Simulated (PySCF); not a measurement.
## Computed properties of CH₈O₂Si₂, SMILES C[Si](O)(O)[SiH3]

CH₈O₂Si₂, SMILES C[Si](O)(O)[SiH3]. The structure is a stationary point at r2SCAN-D4/def2-SVP. This is a generated structure with no PubChem entry under its InChIKey; it may be hypothetical. The values are those of a single conformer. All values are computed for the isolated molecule unless a solvent is named; none is compared with measurement here.

**Structure.** All 33 harmonic modes at r2SCAN-D4/def2-SVP (PySCF) are real, so it is a minimum. With heavy atoms numbered as in [SiH3:1][Si:2]([CH3:3])([OH:4])[OH:5], the shortest bond between them is Si2–O5 at 1.664 Å and the longest Si1–Si2 at 2.347 Å.

**Vibrations.** The strongest infrared lines (harmonic, unscaled, degenerate partners summed) lie at 851 cm⁻¹ (226 km/mol, H 72 %, Si 18 %, O 9 %), 802 cm⁻¹ (161 km/mol, H 41 %, O 32 %, Si 19 %, C 8 %), 783 cm⁻¹ (138 km/mol, H 57 %, O 36 %). The softest mode is at 90 cm⁻¹ and the zero-point energy is 55.8 kcal/mol.

**Electronic structure.** CAM-B3LYP/def2-TZVP (PySCF) places the frontier levels at -8.89 and 1.18 eV, a gap of 10.07 eV, and gives a dipole moment of 2.60 D and a mean polarisability of 72.7 bohr³. PBE/def2-TZVP (PySCF) at the same geometry gives -6.31 and -0.63 eV, so its gap is 4.39 eV narrower. An orbital gap is neither the optical nor the fundamental gap.

**Excitations.** TDA-PBE0/def2-SVPD (PySCF) has S1 at 6.43 eV (193 nm, f = 0.034, weak); the most intense of the 10 singlets computed lies at 7.81 eV (f = 0.18). T1 (TDA) is at 5.80 eV, 0.63 eV under S1. TDA-PBE/def2-SVPD (PySCF) puts S1 at 5.68 eV. No vertical singlet excitation falls in the visible range (under 3.1 eV).

**NMR.** GIAO shifts at B3LYP/pcSseg-1 (PySCF) (non-relativistic, atoms alike by connectivity averaged): ¹³C at 8.5 ppm against TMS; ¹H from 0.5 to 3.5 ppm against TMS; ²⁹Si from -114.4 to 12.7 ppm against TMS.

**Solvation.** SMD-B3LYP/def2-SVP (PySCF) gives -6.0 kcal/mol in water, -5.0 kcal/mol in cyclohexanone, -8.1 kcal/mol in 2-propanol (1 M in both phases, gas-phase geometry); of these solvents 2-propanol holds the molecule best.
